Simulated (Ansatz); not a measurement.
Reaction (formal loss of a carbene): `CO[SiH2][SeH]` → `[CH2]` (triplet) + `O[SiH2][SeH]`

Calculated with Ansatz (gas phase, PBE0-D4/def2-TZVP geometries, no zero-point term in ΔE). CBS: MP2 limit from def2 TZ/QZ plus the TZ coupled-cluster correction, frozen cores. This one scheme is used for every species. Functionals use def2-TZVPP. HSE06 is defined as in plane-wave codes. Triplets are unrestricted, without spin–orbit coupling. For Se outer-core shells are correlated without core-valence functions, which leaves a few kJ/mol of doubt a bond. Scalar relativity is left out up to krypton. Each species was taken in one conformer, which may not be the lowest.

`CO[SiH2][SeH]`:

```xyz
10

C    -0.224    1.257    1.121
O     0.179    0.717   -0.119
Si   -0.269   -0.780   -0.613
Se    0.872   -1.347   -2.482
H    -1.293    1.496    1.122
H    -0.019    0.567    1.948
H     0.338    2.177    1.288
H    -0.014   -1.749    0.486
H    -1.702   -0.827   -1.005
H     2.133   -1.511   -1.747
```

`[CH2]` (triplet):

```xyz
3

C     0.083    0.159   -0.209
H     0.838   -0.549    0.095
H    -0.920    0.389    0.115
```

`O[SiH2][SeH]`:

```xyz
7

O     0.608   -1.487   -0.281
Si   -0.068   -0.020   -0.568
Se   -1.333    0.753    1.167
H     1.035   -1.623    0.567
H     0.958    1.018   -0.841
H    -0.965   -0.222   -1.724
H    -0.236    1.582    1.680
```

Q: Is it downhill or uphill in electronic energy at CCSD(T)/CBS, and by how much? (An estimate is asked.)

A: Ansatz gave: Uphill: ΔE = +3.89 eV.

Q: What do these levels give: PBE-D4, PBE0-D4, r2SCANh-D4, HSE06-D4, B2PLYP, PBE0, MP2/def2-SVP, CCSD(T)/def2-SVP, MP2/def2-TZVPP, SCS-MP2/def2-TZVPP, CCSD(T)/def2-TZVPP, HF/CBS(def2)? (Best estimate.)

A: The calculation gave: PBE-D4 3.98, PBE0-D4 3.88, r2SCANh-D4 3.66, HSE06-D4 3.88, B2PLYP 3.84, PBE0 3.83, MP2/def2-SVP 3.86, CCSD(T)/def2-SVP 3.83, MP2/def2-TZVPP 3.88, SCS-MP2/def2-TZVPP 3.94, CCSD(T)/def2-TZVPP 3.80, HF/CBS(def2) 2.50 eV.

Q: What do rigid-rotor, harmonic-oscillator terms from PBE0-D4/def2-TZVP frequencies (298.15 K, 1 bar) make of the CCSD(T)/CBS value? (Estimate.)

A: Computed: ΔZPE = -0.30 eV, ΔH = +3.65 eV, ΔS = 153 J/(mol·K), ΔG = +3.18 eV. Open shells count their whole term as degenerate. Modes under 50 cm⁻¹ make the entropy rough.

Largest T1 diagnostic among the species: 0.011.

Leaving LDA and LC-ωPBE aside and taking each functional with its dispersion term where it has one, the values, not all of them listed here, spread over 0.43 eV, from r2SCAN0-D4 to ωB97X-V. LDA lies +0.72 eV from PBE without D4. From r2SCAN to r2SCAN0 (25 % exact exchange), in def2-TZVPP and without D4, ΔE moves by −0.05 eV.
